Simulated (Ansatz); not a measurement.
`C[S][Al]([F])[F]` + HCl → `[F][Al]([F])[Cl]` + CH₃SH at 500 K and 1 bar (ligand exchange at the Al–S bond).

Isolated molecules relaxed with PBE0-D4/def2-TZVP in Ansatz; ΔE leaves out vibrations. CBS: MP2 limit from def2 TZ/QZ plus the TZ coupled-cluster correction, frozen cores. This one scheme is used for every species. One conformer a species, not always the lowest.

| species | CCSD(T)/CBS energy (Eh) | H − E (kJ/mol) | S (J/(mol·K)) |
| --- | --- | --- | --- |
| `C[S][Al]([F])[F]` | -879.43566 | 161.0 | 418.0 |
| HCl | -460.38127 | 32.5 | 201.9 |
| `[F][Al]([F])[Cl]` | -901.60711 | 46.9 | 335.0 |
| CH₃SH | -438.22835 | 145.1 | 283.7 |

H − E and S are ideal-gas, rigid-rotor, harmonic terms from PBE0-D4/def2-TZVP, for one conformer and one mirror image of each species. 1 Eh = 2625.50 kJ/mol, R = 8.31446 J/(mol·K).

Question: By hand: ΔE, ΔH, ΔS and ΔG.

Answer: ΔE = (-901.60711) + (-438.22835) − (-879.43566) − (-460.38127) = -0.01853 Eh = -48.7 kJ/mol. Δ(H − E) = 46.9 + 145.1 − 161.0 − 32.5 = -1.5, so ΔH = -50.2 kJ/mol. ΔS = 335.0 + 283.7 − 418.0 − 201.9 = -1.2 J/(mol·K). ΔG = -50.2 − 500 × (-1.2)/1000 = -49.6 kJ/mol.

Question: By hand: the equilibrium constant, and the temperature at which ΔG would vanish if ΔH and ΔS stayed fixed.

Answer: log₁₀ K = −ΔG/(RT ln 10) = 5.2. ΔG = 0 at ΔH/ΔS = 41833 K, far beyond where these terms or the molecules hold.

The number of gas molecules stays the same, so ΔS is small and ΔH decides. A doubt of 5 kJ/mol in ΔE shifts log₁₀ K by 0.5 here. Other conformers and mirror images would add mixing entropy, several J/(mol·K) or more a flexible species. Modes under 60 cm⁻¹, often nearly free rotors, make the harmonic entropy too high. These are equilibria of isolated gas molecules and say nothing of rates. Largest T1 diagnostic: 0.012 (customary marks: 0.02 for closed shells, 0.045 for open ones).
